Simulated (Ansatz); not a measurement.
Reactions of `[NH2][Sn]([NH2])([NH2])[Cl]`.

Computed with Ansatz on PBE0-D4/def2-TZVP structures; ΔE is electronic, products minus reactants. CCSD(T)/CBS is the MP2 limit (def2-TZVPP, def2-QZVPP) plus CCSD(T) − MP2 in def2-TZVPP, frozen cores. This one scheme is used for every species, atoms too. DFT in def2-TZVPP. Open shells (•) are unrestricted, without spin–orbit coupling. Spin–orbit coupling would lower the free atoms: a little for Cl; strongly for Sn. Elements past krypton have def2 core potentials. Bonds to Sn are less sure, by a few kJ/mol each and by 10 to 20 or more in all where they break to atoms, as the def2 sets lack core-valence functions. Each species was taken in one conformer, which may not be the lowest.

```csv
reaction,ωB97M-V (kJ/mol),MP2/CBS(def2) (kJ/mol),ωB97X-V (kJ/mol),B2PLYP (kJ/mol),CCSD(T)/CBS(def2) (kJ/mol)
`[NH2][Sn]([NH2])([NH2])[Cl]` → Cl• + 6 H• + 3 N• + Sn•,3493,3546,3508,3428,3505
`[NH2][Sn]([NH2])([NH2])[Cl]` + HCl → `[NH2][Sn]([NH2])([Cl])[Cl]` + NH₃,-90,-90,-89,-89,-88
`[NH2][Sn]([NH2])([NH2])[Cl]` + H₂ → `[NH2][SnH]([NH2])[NH2]` + HCl,92,104,92,91,94
`[NH2][Sn]([NH2])([NH2])[Cl]` + H–F → `[NH2][Sn]([NH2])([NH2])[F]` + HCl,30,42,27,28,35
`[NH2][Sn]([NH2])([NH2])[Cl]` → Cl• + `[NH2][Sn]([NH2])[NH2]`•,395,427,400,372,403
`[NH2][Sn]([NH2])([NH2])[Cl]` → `NN` + `[NH2][Sn][Cl]`,142,166,148,129,158
`[NH2][Sn]([NH2])([NH2])[Cl]` + NH₃ → `[NH2][Sn]([NH2])([NH2])[NH2]` + HCl,103,101,102,101,99
```

Largest T1 diagnostic: 0.018, for `[NH2][Sn]([NH2])[NH2]`•.
